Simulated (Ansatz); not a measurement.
Isolated molecules relaxed with PBE0-D4/def2-TZVP in Ansatz; ΔE leaves out vibrations. CBS: MP2 limit from def2 TZ/QZ plus the TZ coupled-cluster correction, frozen cores. Functionals use def2-TZVPP. def2 core potentials past Kr. For Ge, Sn outer-core shells are correlated without core-valence functions, which leaves a few kJ/mol of doubt a bond. Scalar relativity is left out up to krypton. One conformer a species, not always the lowest.

Consider the redistribution: `[F][GeH]([F])[Cl]` + `[OH][Sn][O][SiH3]` → `[F][Ge]([F])([SiH3])[Cl]` + `[OH][Sn][OH]`.

```json
{"level": "r2SCAN0-D4", "ΔE (kcal/mol)": "18.8"}
{"level": "r2SCANh", "ΔE (kcal/mol)": "17.9"}
```

Question: What does CCSD(T)/CBS give? (Best estimate.)

Answer: Computed: +19.1 kcal/mol. The listed levels differ from it by -0.3, -1.2 kcal/mol.

Largest T1 diagnostic among the species: 0.018.

At CCSD(T), def2-SVP lies +2.7 kcal/mol from the extrapolated value and def2-TZVPP +0.9 kcal/mol. From BLYP to BHLYP (50 % exact exchange), in def2-TZVPP and without D4, ΔE moves by +5.5 kcal/mol. In def2-TZVPP, CCSD(T) changes the Hartree–Fock value by −5.5 kcal/mol (the triples alone add −0.7 kcal/mol) and MP2 by −4.2 kcal/mol.
